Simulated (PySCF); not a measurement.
**Fractional electron number in Cr+ (chromium, charge +1)**

The 3d alpha orbital of [Ar] 3d5 is emptied in steps (occupation f), with all orbitals relaxed, ending at [Ar] 3d4. Calculation: PySCF 2.14, in x2c-TZVPall; the spin-free X2C one-electron Hamiltonian (Gaussian nucleus). The exact energy is a straight line in f; departures are measured from the line between the end points of the same method.

```json
{"f": "1", "BHandHLYP (eV)": "0.000", "wB97X (eV)": "0.000", "B3LYP (eV)": "0.000"}
{"f": "0.9", "BHandHLYP (eV)": "-0.184", "wB97X (eV)": "-0.146", "B3LYP (eV)": "-0.415"}
{"f": "0.7", "BHandHLYP (eV)": "-0.441", "wB97X (eV)": "-0.353", "B3LYP (eV)": "-0.982"}
{"f": "0.5", "BHandHLYP (eV)": "-0.537", "wB97X (eV)": "-0.436", "B3LYP (eV)": "-1.187"}
{"f": "0.3", "BHandHLYP (eV)": "-0.461", "wB97X (eV)": "-0.378", "B3LYP (eV)": "-1.011"}
{"f": "0.1", "BHandHLYP (eV)": "-0.202", "wB97X (eV)": "-0.166", "B3LYP (eV)": "-0.439"}
{"f": "0", "BHandHLYP (eV)": "0.000", "wB97X (eV)": "0.000", "B3LYP (eV)": "0.000"}
```

```tsv
method	E(f=0) − E(f=1) (eV)	−ε at f=1 (eV)	−ε at f=0.5 (eV)
BHandHLYP	16.254	14.244	16.193
wB97X	16.380	14.796	16.307
B3LYP	16.837	12.269	16.754
```

Orbital energy along the path (eV):

| f | BHandHLYP | wB97X | B3LYP |
| --- | --- | --- | --- |
| 1 | -14.244 | -14.796 | -12.269 |
| 0.9 | -14.593 | -15.056 | -13.119 |
| 0.7 | -15.358 | -15.641 | -14.892 |
| 0.5 | -16.193 | -16.307 | -16.754 |
| 0.3 | -17.085 | -17.044 | -18.696 |
| 0.1 | -18.027 | -17.838 | -20.710 |
| 0 | -18.515 | -18.250 | -21.742 |

Reference removal energy between the ground levels: 16.486 eV (measured; NIST Atomic Spectra Database, ionization energies). The calculation has no spin-orbit coupling. The determinant left behind need not be the lowest term of the ion.
